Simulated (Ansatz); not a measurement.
GeEt3(SiMe3) (C9H24GeSi), 35 atoms. Hardware: 4 threads of Arm Neoverse V1 on a shared host.

Correlated methods freeze 23 core orbitals; core or outer-core shells of Ge are correlated, in sets that lack core-valence functions.

(1) How many basis functions does each of these Ansatz runs have, and roughly what does it cost? r2SCAN-D4/def2-TZVP, charge 0 singlet, energy, from earlier orbitals; PBE0-D4/def2-TZVP, charge 0 singlet, energy, from earlier orbitals; PBE-D4/def2-SVP, charge -1 doublet at the geometry of the charge 0 singlet, energy, from earlier orbitals; PBE0-D4/def2-SVP, charge 0 triplet at the geometry of the charge 0 singlet, energy; r2SCAN-D4/def2-SVP, charge 0 triplet at the geometry of the charge 0 singlet, energy, from earlier orbitals; PBE-D4/def2-SVP, charge 0 triplet at the geometry of the charge 0 singlet, energy, from earlier orbitals; PBE0-D4/def2-SVP, charge 1 doublet at the geometry of the charge 0 singlet, energy; PBE-D4/def2-SVP, charge 0 singlet, energy, from earlier orbitals; PBE-D4/def2-SVP, charge 0 singlet, relaxation, 8 steps; MP2/def2-SVP, charge 0 singlet, energy, from earlier orbitals; PBE-D4/def2-TZVP, charge 0 singlet, energy and forces, from earlier orbitals; PBE0-D4/def2-SVP, charge -1 doublet at the geometry of the charge 0 singlet, energy.

Answers

(1) Other jobs shared the machine, so times can vary by a factor of up to 3.

```csv
run,functions,fitting or Cholesky vectors,wall time,peak host memory (GiB)
"PBE-D4/def2-SVP, charge 0 singlet, energy, from earlier orbitals",296,3361,8.5 s,0.67
"MP2/def2-SVP, charge 0 singlet, energy, from earlier orbitals",296,3062,20 s,1.3
"PBE-D4/def2-TZVP, charge 0 singlet, energy and forces, from earlier orbitals",508,3286,22 s,1.6
"r2SCAN-D4/def2-TZVP, charge 0 singlet, energy, from earlier orbitals",508,3286,34 s,1.7
"PBE0-D4/def2-SVP, charge 1 doublet at the geometry of the charge 0 singlet, energy",296,3062,36 s,2
"PBE0-D4/def2-TZVP, charge 0 singlet, energy, from earlier orbitals",508,3345,46 s,3.5
"PBE-D4/def2-SVP, charge 0 singlet, relaxation, 8 steps",296,3361,57 s,0.66
"PBE-D4/def2-SVP, charge -1 doublet at the geometry of the charge 0 singlet, energy, from earlier orbitals",296,3361,59 s,1.9
"PBE-D4/def2-SVP, charge 0 triplet at the geometry of the charge 0 singlet, energy, from earlier orbitals",296,3361,60 s,1.8
"PBE0-D4/def2-SVP, charge 0 triplet at the geometry of the charge 0 singlet, energy",296,3062,96 s,2.3
"r2SCAN-D4/def2-SVP, charge 0 triplet at the geometry of the charge 0 singlet, energy, from earlier orbitals",296,3361,2.1 min,1.9
"PBE0-D4/def2-SVP, charge -1 doublet at the geometry of the charge 0 singlet, energy",296,3062,2.4 min,2.3
```
